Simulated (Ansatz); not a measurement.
Reaction (cleavage of the Si–Al bond): `N[SiH2][AlH][SeH]` + `N[SiH](F)S` → `N[SiH2]S[SiH](N)F` + `[AlH2][SeH]`

Isolated molecules relaxed with PBE0-D4/def2-TZVP in Ansatz; ΔE leaves out vibrations. CCSD(T)/CBS is the MP2 limit (def2-TZVPP, def2-QZVPP) plus CCSD(T) − MP2 in def2-TZVPP, frozen cores. Functionals use def2-TZVPP. For Se outer-core shells are correlated without core-valence functions, which leaves a few kJ/mol of doubt a bond. Scalar relativity is left out up to krypton. One conformer a species, not always the lowest.

`N[SiH2][AlH][SeH]`:

```xyz
10

N     0.668   -1.590    1.035
Si   -0.821   -0.946    0.416
Al   -0.565    1.192   -0.781
Se    1.658    1.883   -0.829
H     1.132   -1.089    1.778
H     1.351   -1.928    0.374
H    -1.750   -0.783    1.572
H    -1.404   -1.978   -0.489
H    -1.632    2.130   -1.492
H     1.363    3.108   -1.584
```

`N[SiH](F)S`:

Z-matrix (Å, degrees):
```
Si
F 1 1.602
S 1 2.122 2 106.4
N 1 1.688 2 115.9 3 -117.7
H 1 1.477 2 105.1 3 123.0
H 3 1.344 1 93.8 2 29.0
H 4 1.006 1 122.0 2 -87.7
H 4 1.006 1 122.7 2 73.2
```

`N[SiH2]S[SiH](N)F`:

Cartesian coordinates in Å:
```
N 0.837 1.728 -0.562
Si 1.636 0.221 -0.496
S 0.508 -1.520 -1.133
Si -1.300 -1.078 -0.147
N -0.963 -0.431 1.397
F -2.159 0.056 -0.877
H 0.089 1.880 0.097
H 0.600 2.116 -1.462
H 2.087 -0.008 0.896
H 2.783 0.235 -1.434
H -2.144 -2.292 -0.210
H -1.709 -0.039 1.951
H -0.265 -0.868 1.979
```

`[AlH2][SeH]`:

Cartesian coordinates in Å:
```
Al -0.628 0.316 0.026
Se 1.462 -0.300 0.805
H -1.496 1.218 0.989
H -1.095 -0.175 -1.402
H 1.757 -1.059 -0.418
```

(1) Is it downhill or uphill in electronic energy at CCSD(T)/CBS, and by how much? (An estimate is asked.)

(2) What do these levels give: PBE-D4, r2SCAN-D4, ωB97X-V, B2PLYP, PBE, r2SCAN, PBE0, HF/def2-TZVPP, SCS-MP2/def2-TZVPP, CCSD/def2-TZVPP, HF/def2-QZVPP, MP2/def2-QZVPP? (Best estimate.)

Largest T1 diagnostic among the species: 0.011.

Results:

(1) The calculation gave: Downhill: ΔE = -82.0 kJ/mol.

(2) The calculation gave: PBE-D4 -70.1, r2SCAN-D4 -81.5, ωB97X-V -81.7, B2PLYP -78.7, PBE -63.1, r2SCAN -79.6, PBE0 -69.4, HF/def2-TZVPP -81.5, SCS-MP2/def2-TZVPP -87.8, CCSD/def2-TZVPP -78.9, HF/def2-QZVPP -81.4, MP2/def2-QZVPP -93.0 kJ/mol.

The D4 term adds −11.1 kJ/mol with B3LYP and −6.0 kJ/mol with PBE0; it sums over pairs of atoms, weighted by their polarisabilities, and B3LYP, whose exchange is more repulsive, gets the larger term. From PBE to PBE0 (25 % exact exchange), in def2-TZVPP and without D4, ΔE moves by −6.3 kJ/mol.

B3LYP here is the variant with VWN-RPA as its local correlation; programs differ in this.
